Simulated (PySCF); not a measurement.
# Tellurium: a sound run and one with changed settings

Sound run: Te⁺ [Kr] 4d10 5s2 5p3, Te²⁺ [Kr] 4d10 5s2 5p2. Calculation: PySCF 2.14, in x2c-TZVPall (8s6p4d2f, 60 functions); the spin-free X2C one-electron Hamiltonian (Gaussian nucleus). The sound run starts from symmetry-adapted Hartree-Fock orbitals and uses a fine grid where one is needed.

Changed run: 6 angular points. This setting is unsound on purpose.

```csv
species,method,sound run (hartree),changed run (hartree),converged
Te⁺,UHF,-6790.56954,-6790.56954,yes
Te⁺,B3LYP,-6793.43332,-6797.69937,yes
Te⁺,TPSS,-6793.06644,-6800.31593,yes
Te²⁺,UHF,-6789.89479,-6789.89479,yes
Te²⁺,B3LYP,-6792.74378,-6796.65912,yes
Te²⁺,TPSS,-6792.37684,-6799.07654,yes
```

Ionisation energy of Te⁺:

```
method  sound run (eV)  changed run (eV)
   UHF          18.361            18.361
```

A coarse angular grid integrates products of high-l functions wrongly, so density functionals can shift, and the SCF can exploit the error; Hartree-Fock and MP2 need no grid.

For comparison, NIST gives 18.6 ± 0.4 eV between the lowest levels.
